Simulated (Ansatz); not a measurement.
[MO3Cl] with several metals: vertical IE (eV) at several levels, gas phase, relaxed structures; Ansatz. Core potentials for Mo, W in the def2 sets, no spin–orbit coupling. The structures are stationary points that may keep the symmetry of their start. Remarks come from the PBE and PBE0 runs and from stability tests at other levels; not every state was tested. HOMO above LUMO (over both spins in singlets and doublets, within one spin in higher multiplets; at PBE or PBE0), or a gap under 0.15 eV within one spin, warns that the state may not be the lowest or that an electron is smeared out.

```
            species               state             geometry  PBE-D4/def2-TZVPD  r2SCAN-D4/def2-TZVPD  PBE0-D4/def2-TZVPD                                                         remarks
[MoO3Cl]- (MoClO3⁻)  singlet to doublet  r2SCAN-D4/def2-SVPD               5.29                  5.42                5.61  gap within one spin near zero at PBE or PBE0 (neutral doublet)
  [WO3Cl]- (WClO3⁻)  singlet to doublet  r2SCAN-D4/def2-SVPD               5.18                  5.31                5.53                                                               –
```

Estimate the rows for [CrO3Cl]- (CrClO3⁻) (singlet to doublet, PBE0-D4/def2-SVPD geometry).


```json
{"species": "[CrO3Cl]- (CrClO3⁻)", "state": "singlet to doublet", "geometry": "PBE0-D4/def2-SVPD", "PBE-D4/def2-TZVPD": "5.15", "r2SCAN-D4/def2-TZVPD": "5.31", "PBE0-D4/def2-TZVPD": "5.50", "remarks": "restricted SCF unstable in HF, gap within one spin near zero at PBE or PBE0 (neutral doublet), spin-contaminated (⟨S²⟩ up to 0.85) (neutral doublet)"}
```

Over the 3 species that have every level, the mean is 5.21 at PBE-D4/def2-TZVPD, 5.35 at r2SCAN-D4/def2-TZVPD, 5.55 at PBE0-D4/def2-TZVPD.
